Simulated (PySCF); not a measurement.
Potential energy curve for CH6Ge, SMILES [CH3][GeH3]. The C1–Ge5 bond (C1 also carries H, H, H; Ge5 carries H, H, H) is stretched with both fragments frozen at the PBE0/def2-TZVP optimised geometry.

- RKS-PBE = PySCF 2.14.0 with restricted PBE/cc-pVDZ
- UKS-PBE = unrestricted PBE/cc-pVDZ run with PySCF 2.14.0
- RKS-wB97X-V = restricted wB97X-V/cc-pVDZ in PySCF
- UCCSD(T) = PySCF 2.14.0 with CCSD(T) on UHF/cc-pVDZ, 10 core orbitals frozen

Energies relative to the lowest point of each curve near equilibrium, in eV; the last columns give the difference from UCCSD(T):

| R / Å | RKS-PBE | UKS-PBE | RKS-wB97X-V | UCCSD(T) | RKS-PBE − UCCSD(T) | UKS-PBE − UCCSD(T) | RKS-wB97X-V − UCCSD(T) |
|---|---|---|---|---|---|---|---|
| 1.46 | 4.848 | 4.848 | 4.864 | 5.052 | -0.204 | -0.204 | -0.187 |
| 1.55 | 2.784 | 2.784 | 2.767 | 2.900 | -0.116 | -0.116 | -0.133 |
| 1.64 | 1.467 | 1.467 | 1.434 | 1.526 | -0.058 | -0.058 | -0.092 |
| 1.75 | 0.543 | 0.543 | 0.508 | 0.561 | -0.018 | -0.018 | -0.053 |
| 1.85 | 0.137 | 0.137 | 0.114 | 0.139 | -0.002 | -0.002 | -0.024 |
| 1.90 | 0.042 | 0.042 | 0.029 | 0.041 | 0.001 | 0.001 | -0.012 |
| 1.95 | 0.000 | 0.000 | 0.000 | 0.000 | 0.000 | 0.000 | 0.000 |
| 2.01 | 0.006 | 0.006 | 0.024 | 0.010 | -0.004 | -0.004 | 0.014 |
| 2.07 | 0.061 | 0.061 | 0.098 | 0.071 | -0.011 | -0.011 | 0.027 |
| 2.12 | 0.134 | 0.134 | 0.190 | 0.152 | -0.018 | -0.018 | 0.038 |
| 2.27 | 0.456 | 0.456 | 0.574 | 0.501 | -0.045 | -0.045 | 0.073 |
| 2.40 | 0.803 | 0.803 | 0.983 | 0.874 | -0.071 | -0.071 | 0.109 |
| 2.64 | 1.487 | 1.487 | 1.793 | 1.606 | -0.119 | -0.119 | 0.187 |
| 2.90 | 2.182 | 2.182 | 2.641 | 2.357 | -0.175 | -0.175 | 0.284 |
| 3.20 | 2.861 | 2.861 | 3.510 | 3.045 | -0.184 | -0.184 | 0.464 |
| 3.54 | 3.460 | 3.394 | 4.336 | 3.484 | -0.024 | -0.090 | 0.852 |
| 3.93 | 3.956 | 3.657 | 5.101 | 3.654 | 0.303 | 0.003 | 1.447 |
| 4.25 | 4.246 | 3.751 | 5.607 | 3.699 | 0.547 | 0.052 | 1.908 |
| 4.75 | 4.546 | 3.812 | 6.219 | 3.724 | 0.822 | 0.088 | 2.495 |
| 5.26 | 4.723 | 3.833 | 6.660 | 3.733 | 0.990 | 0.100 | 2.927 |
| 5.89 | 4.838 | 3.841 | 7.017 | 3.737 | 1.101 | 0.104 | 3.280 |
| 6.81 | 4.900 | 3.843 | 7.316 | 3.739 | 1.162 | 0.104 | 3.577 |

RKS-PBE is furthest from UCCSD(T) at 6.81 (1.162 eV, above); its mean absolute difference over the points is 0.272 eV.

UKS-PBE is furthest from UCCSD(T) at 1.46 (-0.204 eV, below); its mean absolute difference over the points is 0.071 eV.

RKS-wB97X-V is furthest from UCCSD(T) at 6.81 (3.577 eV, above); its mean absolute difference over the points is 0.827 eV.

The restricted form behind RKS-PBE, RKS-wB97X-V keeps the bonding electrons paired and can't separate into open-shell fragments. The unrestricted determinant behind UKS-PBE is spin-contaminated at 3.54 to 6.81 Å (<S²> up to 1.0, against 0.00 for a pure singlet). The unrestricted determinant behind UCCSD(T) is spin-contaminated at 2.64 to 6.81 Å (<S²> up to 1.0, against 0.00 for a pure singlet).
